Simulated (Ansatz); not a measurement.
Isolated molecules relaxed with PBE0-D4/def2-TZVP in Ansatz; ΔE leaves out vibrations. CCSD(T)/CBS adds triple-zeta CCSD(T) − MP2 to the extrapolated MP2 energy (def2 sets, frozen cores). This one scheme is used for every species, atoms too. Functionals use def2-TZVPP. B3LYP here is the variant with VWN-RPA as its local correlation; programs differ in this. Open shells (•) are unrestricted, without spin–orbit coupling. Spin–orbit coupling would lower the free atoms: a little for F, O; clearly for Ge. Bonds to Ge are less sure, by a few kJ/mol each and by 10 to 20 or more in all where they break to atoms, as the def2 sets lack core-valence functions. Scalar relativity is left out up to krypton. Each species was taken in one conformer, which may not be the lowest.

`[OH][Ge][F]` → F• + Ge• + H• + O•  (atomization)

| species | B3LYP-D4 energy (Eh) |
| --- | --- |
| `[OH][Ge][F]` | -2252.87738 |
| F• | -99.77015 |
| Ge• | -2076.96514 |
| H• | -0.50215 |
| O• | -75.09627 |

**Question.** Work out ΔE.

**Answer.** ΔE = (-99.77015) + (-2076.96514) + (-0.50215) + (-75.09627) − (-2252.87738) = 0.54367 Eh = +14.79 eV. CCSD(T)/CBS gives +15.03 eV.

Largest T1 diagnostic among the species: 0.015.

At CCSD(T), def2-SVP lies −1.51 eV from the extrapolated value and def2-TZVPP −0.57 eV: correlation converges slowly with the basis, and small sets miss more of it in the bonded molecule than in its fragments. From r2SCAN to r2SCAN0 (25 % exact exchange), in def2-TZVPP and without D4, ΔE moves by −0.66 eV: exact exchange takes away binding that semilocal exchange gives to molecules. The D4 term adds +0.09 eV with B3LYP and +0.05 eV with PBE0; it sums over pairs of atoms, weighted by their polarisabilities, and B3LYP, whose exchange is more repulsive, gets the larger term.

For atomizations the MP2-based limit and the directly extrapolated one differ by several kJ/mol either way, and by 10 to 25 for some Ge, Se and Sn compounds, so smaller differences from it don't rank the levels.
